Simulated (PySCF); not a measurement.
ClH4NO2Si.

```xyz
9

N      1.7910    -0.3024    -0.1578
Si     0.1232    -0.0224    -0.3382
O     -0.2384     1.3801    -1.1297
O     -0.6250    -1.2054    -1.2022
Cl    -0.6169     0.0646     1.5935
H      2.1325    -0.7294     0.6945
H      2.3552    -0.5537    -0.9617
H      0.1214     2.1860    -0.7476
H     -1.4774    -0.9682    -1.5809
```
Charge 0, spin multiplicity 1.

The structure is a stationary point at PBE0-D3(BJ)/def2-SVP. Other conformers were not sampled.

Computed with KT2/pcSseg-1 run with PySCF. Non-relativistic, no solvent.

Computed absolute GIAO shielding of each atom: isotropic value and principal components (ppm):
| atom | σ(iso) | σ11 | σ22 | σ33 | span |
|---|---|---|---|---|---|
| N1 | 230.9 | 196.3 | 223.6 | 272.7 | 76.4 |
| Si2 | 396.0 | 369.1 | 406.3 | 412.7 | 43.7 |
| O3 | 250.6 | 228.1 | 236.9 | 286.8 | 58.7 |
| O4 | 259.7 | 229.5 | 253.3 | 296.3 | 66.8 |
| Cl5 | 884.3 | 787.0 | 808.8 | 1057.2 | 270.2 |
| H6 | 30.2 | 23.0 | 27.7 | 39.9 | 16.9 |
| H7 | 30.4 | 23.4 | 25.5 | 42.2 | 18.8 |
| H8 | 29.4 | 22.2 | 24.5 | 41.5 | 19.3 |
| H9 | 29.1 | 21.5 | 24.2 | 41.6 | 20.1 |
